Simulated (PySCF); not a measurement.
C3H7O, SMILES [O]C(C)C, multiplicity 2. Atoms are numbered in the order given.

```xyz
11

C      0.0727    -0.6326    -1.2916
C     -0.2712     0.1386     0.0000
C      0.0727    -0.6326     1.2916
O      0.1413     1.4269     0.0000
H      1.1682    -0.8010    -1.3386
H     -0.4305    -1.6195    -1.3253
H     -0.2239    -0.0419    -2.1794
H     -1.4027     0.2688     0.0000
H      1.1682    -0.8010     1.3386
H     -0.4305    -1.6195     1.3253
H     -0.2239    -0.0419     2.1794
```
Charge 0, spin multiplicity 2.

Coordinates come from a PBE-D3(BJ)/def2-SVP optimisation. The isomer is the one that the SMILES or the coordinates give; other isomers of the formula were not compared.

All values below come from PySCF with B3LYP/pcH-1.

Unrestricted Kohn–Sham, ⟨S²⟩ = 0.754. Hyperfine tensors hold the contact and dipolar terms, without spin-orbit corrections.

Computed hyperfine couplings:
```tsv
nucleus	A(iso) (MHz)	A(iso) (G)	dipolar principal values (MHz)
13C no. 1	19.3	6.9	-3.4, -2.6, 6.0
13C no. 2	-38.8	-13.9	-6.8, 2.8, 4.1
13C no. 3	19.3	6.9	-3.4, -2.6, 6.0
17O no. 4	-48.7	-17.4	-259.1, 129.6, 129.6
1H no. 5	4.6	1.7	-3.8, -2.4, 6.2
1H no. 6	-2.5	-0.9	-3.0, -1.9, 4.9
1H no. 7	-1.1	-0.4	-3.7, -3.3, 7.0
1H no. 8	319.6	114.0	-9.6, -2.2, 11.9
1H no. 9	4.6	1.7	-3.8, -2.4, 6.2
1H no. 10	-2.5	-0.9	-3.0, -1.9, 4.9
1H no. 11	-1.1	-0.4	-3.7, -3.3, 7.0
```

Task: And the g tensor (effective nuclear charges for spin-orbit coupling, GIAO)? (An estimate is asked for; the answer gives what the named calculation found.)

Result: principal values 2.0021, 2.0086, 2.0497; isotropic 2.0202.
